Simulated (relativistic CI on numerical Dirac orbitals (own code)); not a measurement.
L2,3 absorption of copper in several valence states

Computed multiplet spectra 2p⁶3dⁿ → 2p⁵3dⁿ⁺¹ (Dirac-Coulomb-Breit ions, Slater integrals scaled by 0.8, an assumed crystal field that grows with the charge, no charge transfer; 300 K; Lorentzian 0.4 eV and Gaussian 0.3 eV FWHM at both edges, so that L2 comes out sharper than in experiment). Peaks over 5 % are given in eV from the highest peak in the L3 region of each spectrum (height, largest 100). S of the lowest state is read from ⟨S²⟩, and the branching ratio is the share of L3, cut at the minimum between the edges.

Field parameters in Wybourne normalisation: Oh B⁴₀ = 21Dq, B⁴₄ = √(5/14) B⁴₀. The field is a parameter set, without covalency.

- Cu2+ (d9, Oh, 10Dq = 9150 cm⁻¹): S = 0.50, branching ratio 0.75; peaks 0.0 (100), 20.1 (32)
- Cu4+ (d7, Oh, 10Dq = 14550 cm⁻¹): S = 1.50, high spin, branching ratio 0.84; peaks -4.3 (59), -2.7 (74), -2.4 (75), -1.5 (82), 0.0 (100), 2.6 (10), 3.3 (7), 18.8 (21), 19.8 (26)

Question: What spin state follows for Cu3+ in Oh, 10Dq = 11850 cm⁻¹, and does its branching ratio lie nearer 2/3 or nearer 0.8?

Answer: Cu3+ (d8, Oh, 10Dq = 11850 cm⁻¹): S = 1.00, branching ratio 0.75; peaks 0.0 (100), 1.2 (13), 2.5 (25), 3.5 (6), 20.3 (24), 21.7 (27). High-spin states, above all those with an unquenched orbital moment, raise the ratio above the statistical 2/3; low spin and nearly empty shells keep it near or below 2/3.

The centroid of the whole edge, which also moves with the branching ratio, lies at 936.7 (Cu2+), 940.4 (Cu3+), 941.5 (Cu4+) eV in this ionic model, in steps of 1.1 to 3.7 eV. Compounds show about 1 to 2 eV a unit and lower energies for the high valences, since ligands screen the charge. The multiplet shape follows the d count and the spin state, and so serves as a fingerprint of valence. Real compounds of Cu4+ are mostly low spin, since covalency shrinks the Slater integrals more than this scale does.
